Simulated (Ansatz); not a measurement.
Frontier orbitals of `[CH3][Zn][OH]`.

Cartesian coordinates in Å:
```
C 0.9359 0.2055 -0.7847
Zn -0.5415 -0.2192 0.3653
O -1.9302 -0.7132 1.3631
H 0.5920 0.3688 -1.8080
H 1.6637 -0.6084 -0.7914
H 1.4400 1.1124 -0.4443
H -2.1598 -0.1459 2.0999
```

Charge 0, multiplicity 1. Correlated methods include outer-core shells of Zn, which these sets cover unevenly. Scalar relativity is left out up to krypton. The geometry is a stationary point of PBE0-D4/def2-TZVP. It is one conformer, not always the lowest. Basis def2-TZVPP, Ansatz 0.2.0.

```csv
functional,HOMO (eV),LUMO (eV),gap (eV)
PBE,-6.36,-1.08,5.28
PBE0,-7.98,-0.29,7.69
r2SCANh,-7.29,-0.42,6.87
r2SCAN0,-8.22,-0.04,8.18
ωB97M-V,-10.44,1.08,11.52
HF,-10.99,1.94,12.93
```

A quarter of exact exchange (PBE0) shifts PBE's HOMO by −1.61 eV and its LUMO by +0.79 eV; full exchange at long range (ωB97M-V) shifts them by −4.07 and +2.16 eV. The gap opens from 5.29 to 11.52 eV, since occupied levels lose self-interaction and empty ones feel all the electrons. A positive LUMO is unbound and depends on the basis.
